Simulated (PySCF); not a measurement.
H₂N (SMILES [NH2-]), charge -1, singlet, at a GFN2-xTB geometry (in this run its highest filled SCF level lies above zero, so its values depend strongly on the basis, on diffuse functions most of all). Base run: B3LYP/def2-SVP in PySCF.

The PySCF input:
```python
from pyscf import gto, scf, dft

mol = gto.M(
    atom='''
N    -0.001861    0.105267    0.105249
H     0.817030   -0.336324   -0.386155
H    -0.804005   -0.400542   -0.350586
''',
    basis='def2-svp',
    charge=-1,
    spin=0,
    verbose=4,
)

mf = dft.RKS(mol)
mf.xc = 'b3lyp'
mf.kernel()
```

Variants of this job, named by their change:

```tsv
change	ΔE vs base (mEh)	fitting functions
base	0.000	-
auxbasis = cc-pvtz-jkfit	-0.025	139
auxbasis = autoaux	0.006	161
exchange = seminumerical (SGX) (with mf = sgx.sgx_fit(mf, auxbasis='def2-universal-jfit'); with mf.with_df.dfj = True)	-0.145	71
auxbasis = def2-svp-ri	-3.256	76
only_dfj = on; auxbasis = def2-universal-jfit	-0.146	71
auxbasis = def2-tzvp-ri	-0.047	106
auxbasis = cc-pvtz-ri	-0.028	141
auxbasis = cc-pvqz-jkfit	-0.015	208
auxbasis = even-tempered beta=1.6	0.002	254
```

A fitting set is made for a task (jfit for Coulomb, jkfit for Coulomb and exchange, ri for correlation) and for a family of orbital bases.
